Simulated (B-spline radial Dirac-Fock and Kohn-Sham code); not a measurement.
## Two-hole binding energies of Ga¹⁷⁺

System: gallium as Ga¹⁷⁺, 1s2 2s2 2p6 3s2 3p2.

These are calculated numbers from an atomic code on a B-spline grid; the model is Dirac-Fock (average of configuration) total-energy differences with a finite nucleus, the Breit interaction including its frequency dependence, and self-energy and vacuum-polarisation corrections. U is the two-hole binding energy less the two single-hole energies, the effective repulsion of the holes after relaxation. Each two-hole energy is an average over J within one jj subconfiguration.

| holes | E(a) (eV) | E(b) (eV) | E(ab) (eV) | U (eV) |
| --- | --- | --- | --- | --- |
| 1s⁻² | 11049.6 | 11049.6 | 22591.6 | 492.3 |
| 1s⁻¹ 2p1/2⁻¹ | 11049.6 | 1804.7 | ? | ? |
| 1s⁻¹ 2p3/2⁻¹ | 11049.6 | 1777.0 | 12981.9 | 155.2 |
| 2s⁻² | 1963.5 | 1963.5 | 4033.4 | 106.5 |
| 2s⁻¹ 2p1/2⁻¹ | 1963.5 | 1804.7 | 3869.2 | 101.0 |
| 2s⁻¹ 2p3/2⁻¹ | 1963.5 | 1777.0 | 3840.8 | 100.3 |
| 2p1/2⁻² | 1804.7 | 1804.7 | 3733.3 | 123.9 |
| 2p1/2⁻¹ 2p3/2⁻¹ | 1804.7 | 1777.0 | 3697.6 | 115.9 |
| 2p3/2⁻² | 1777.0 | 1777.0 | 3671.1 | 117.0 |
| 2p1/2⁻¹ 3s⁻¹ | 1804.7 | 682.3 | 2542.1 | 55.1 |
| 2p3/2⁻¹ 3s⁻¹ | 1777.0 | 682.3 | 2514.3 | 55.0 |

Q: Give the missing two-hole energy and U.

A: E(ab) = 13013.4 eV and U = 159.0 eV.
